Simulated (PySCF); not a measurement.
C2H2F4, SMILES FCC(F)(F)F. Geometry optimised at PBE0-D3(BJ)/def2-SVP.

Computed equilibrium geometry at PBE0-D3(BJ)/def2-SVP (PySCF confirms it by a frequency run) as a Z-matrix, and its point group:
point group Cs.
```
C
F 1 1.3301
F 1 1.3301 2 107.98
F 1 1.3358 2 108.24 3 116.96
C 1 1.5132 2 111.64 3 -123.08
F 5 1.3568 1 109.93 2 60.49
H 5 1.1017 6 110.36 1 119.44
H 5 1.1017 7 109.46 6 -121.65
```
